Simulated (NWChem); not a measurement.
# C₃H₄BFO; SMILES CC#CB(O)F

```xyz
10

C     -0.0287     3.0279     0.0001
C     -0.0117     1.5776    -0.0014
C      0.0058     0.3599    -0.0008
B      0.0172    -1.1663    -0.0002
O      1.1768    -1.8539     0.0001
F     -1.1373    -1.8431     0.0001
H      0.2354     3.4174     0.9959
H     -1.0243     3.4173    -0.2631
H      0.6999     3.4312    -0.7204
H      1.0330    -2.8075     0.0005
```
Atoms are numbered in this order, from 1.

Computed with NWChem. Structure relaxed at the PBE0/def2-SVP level. B3LYP is NWChem's, with the RPA form of VWN correlation.

Problem. What does the run give for B3LYP/cc-pVTZ? Quantities: highest occupied level (eV); orbital gap (eV); dipole (D).

Solution. 
```json
{
 "highest occupied level (eV)": "-7.52",
 "orbital gap (eV)": "6.80",
 "dipole (D)": "0.96"
}
```
